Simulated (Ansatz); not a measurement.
One change: `C[CH]1[S][GeH2]1` becomes `O[CH]1[S][GeH2]1`.

Ansatz, PBE0-D4/def2-TZVP geometries, multiplicity 1. Each molecule was computed in one conformer, which needn't be the lowest.

Scalar relativity is left out up to krypton.

| property | `C[CH]1[S][GeH2]1` |
| --- | --- |
| HOMO energy (PBE/def2-TZVPP) / eV | -5.51 |
| size of the dipole moment (ωB97M-V/def2-TZVPP) / D | 2.23 |
| size of the dipole moment (PBE/def2-TZVPP) / D | 2.08 |
| LUMO energy (B3LYP/def2-TZVPP) / eV | -0.68 |
| LUMO energy (PBE/def2-TZVPP) / eV | -1.28 |
| HOMO energy (ωB97M-V/def2-TZVPP) / eV | -8.89 |

Question: What does the change do to each property? (An estimate is asked.)

Answer: Ansatz gave: 
```json
{"property": "HOMO energy (PBE/def2-TZVPP) / eV", "`O[CH]1[S][GeH2]1`": "-5.63", "shift": "-0.12"}
{"property": "size of the dipole moment (ωB97M-V/def2-TZVPP) / D", "`O[CH]1[S][GeH2]1`": "3.23", "shift": "1.00"}
{"property": "size of the dipole moment (PBE/def2-TZVPP) / D", "`O[CH]1[S][GeH2]1`": "2.98", "shift": "0.90"}
{"property": "LUMO energy (B3LYP/def2-TZVPP) / eV", "`O[CH]1[S][GeH2]1`": "-0.78", "shift": "-0.10"}
{"property": "LUMO energy (PBE/def2-TZVPP) / eV", "`O[CH]1[S][GeH2]1`": "-1.36", "shift": "-0.08"}
{"property": "HOMO energy (ωB97M-V/def2-TZVPP) / eV", "`O[CH]1[S][GeH2]1`": "-8.90", "shift": "-0.01"}
```

Dipoles are sizes alone; their direction can turn.

B3LYP here is the variant with VWN-RPA as its local correlation; programs differ in this.
